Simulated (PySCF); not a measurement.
Potential energy curve for CuCl, singlet. Each curve is given relative to its own lowest point near equilibrium.

```json
[
 {"R / Å": "1.67", "A": "30.7", "B": "46.6", "C": "51.7"},
 {"R / Å": "1.77", "A": "10.5", "B": "21.2", "C": "23.9"},
 {"R / Å": "1.88", "A": "1.3", "B": "6.6", "C": "7.7"},
 {"R / Å": "1.93", "A": "0.0", "B": "3.1", "C": "3.8"},
 {"R / Å": "2.03", "A": "1.2", "B": "0.0", "C": "0.2"},
 {"R / Å": "2.08", "A": "3.0", "B": "0.0", "C": "0.0"},
 {"R / Å": "2.11", "A": "4.5", "B": "0.4", "C": "0.3"},
 {"R / Å": "2.22", "A": "11.1", "B": "3.6", "C": "3.2"},
 {"R / Å": "2.30", "A": "16.8", "B": "7.4", "C": "6.7"},
 {"R / Å": "2.41", "A": "25.1", "B": "13.7", "C": "12.4"},
 {"R / Å": "2.59", "A": "38.9", "B": "25.6", "C": "22.7"},
 {"R / Å": "2.82", "A": "55.3", "B": "40.8", "C": "35.8"},
 {"R / Å": "3.15", "A": "74.9", "B": "60.1", "C": "52.1"},
 {"R / Å": "3.44", "A": "87.9", "B": "73.7", "C": "63.4"},
 {"R / Å": "3.71", "A": "96.9", "B": "83.6", "C": "71.6"},
 {"R / Å": "4.15", "A": "106.7", "B": "94.7", "C": "—"},
 {"R / Å": "4.59", "A": "112.7", "B": "101.2", "C": "—"},
 {"R / Å": "5.11", "A": "116.7", "B": "105.5", "C": "—"},
 {"R / Å": "5.60", "A": "118.9", "B": "107.9", "C": "—"},
 {"R / Å": "6.28", "A": "120.7", "B": "109.9", "C": "—"},
 {"R / Å": "7.23", "A": "121.9", "B": "111.7", "C": "—"},
 {"R / Å": "8.39", "A": "122.6", "B": "113.3", "C": "—"}
]
```

Energies in kcal/mol.

Task: Match the curves with the methods restricted B3LYP/3-21G run with PySCF; restricted LDA (SVWN5)/6-31G*, spherical d in PySCF; restricted r2SCAN/def2-SVP run with PySCF.

Result: A is RKS-LDA (SVWN5)/6-31G*; B is RKS-B3LYP/3-21G; C is RKS-r2SCAN.

Dashes: no converged value, or the column stops at the first point that the program doubted or that broke a chosen test of continuity, which isn't proof of a fault.

The restricted form behind RKS-r2SCAN, RKS-LDA (SVWN5)/6-31G*, RKS-B3LYP/3-21G keeps the bonding electrons paired and can't separate into open-shell fragments.
